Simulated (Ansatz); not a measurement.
Consider the cleavage of the Si–B bond: `NB(F)[SiH2]Cl` + `O[SiH](Cl)Cl` → `Cl[SiH2]O[SiH](Cl)Cl` + `NBF`.

Computed with Ansatz on PBE0-D4/def2-TZVP structures; ΔE is electronic, products minus reactants. CCSD(T)/CBS adds triple-zeta CCSD(T) − MP2 to the extrapolated MP2 energy (def2 sets, frozen cores). This one scheme is used for every species. Functionals use def2-TZVPP. Each species was taken in one conformer, which may not be the lowest.

CCSD(T)/CBS gives -134.3 kJ/mol.

Q: Another level gave -156.4 kJ/mol. Which?
A. HF/def2-TZVPP
B. PBE-D4/def2-TZVPP
C. PBE0/def2-TZVPP
D. ωB97X-V/def2-TZVPP

A: A. HF/def2-TZVPP -156.4, ωB97X-V -129.0, PBE-D4 -108.8, PBE0 -115.5 kJ/mol.

Largest T1 diagnostic among the species: 0.012.

In def2-TZVPP, CCSD(T) changes the Hartree–Fock value by +22.7 kJ/mol (the triples alone add +3.2 kJ/mol) and MP2 by +15.5 kJ/mol. From PBE to PBE0 (25 % exact exchange), in def2-TZVPP and without D4, ΔE moves by −9.7 kJ/mol.
